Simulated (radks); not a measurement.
Values are calculated unless marked as measured or tabulated.
Task: The mean radii <r> (bohr) of the occupied orbitals of an atom or ion are listed with their occupations. Code: a radial shooting solver on a logarithmic mesh with Libxc functionals. Model: Dirac Kohn-Sham, PBE, spin-unpolarised, spherical densities, finite nucleus; Fermi nuclear charge, rms radius of each element as measured or else 0.836 A^(1/3) + 0.57 fm.

orbital      occ.      <r>
1s1/2           2  0.02457
2s1/2           2   0.1047
2p1/2           2  0.08795
2p3/2           4  0.09415
3s1/2           2   0.2783
3p1/2           2   0.2681
3p3/2           4   0.2802
3d3/2           4   0.2513
3d5/2           6   0.2552
4s1/2           2   0.6373
4p1/2           2   0.6561
4p3/2           4   0.6833
4d3/2           4   0.7386
4d5/2           6   0.7483
5s1/2           2    1.523
5p1/2           2    1.715
5p3/2           4    1.800
4f5/2    0.428571    1.113
4f7/2    0.571429    1.127
6s1/2           1    4.543
5d3/2         0.8    3.124
5d5/2         1.2    3.218

Name the element and its charge. Open shells, if any, are shared by 2j + 1.

Result: Z = 58, cerium, charge 0: Ce in [Xe] 4f1 5d2 6s1. The 1s radius gives Z: for a bare nucleus <r> = (2 gamma + 1)/(2Z) with gamma = sqrt(1 - (Z/c)^2), 0.02424 bohr for Z = 58, and screening makes it slightly larger (0.02457 here). The occupations add up to 58, and the charge is Z minus that.
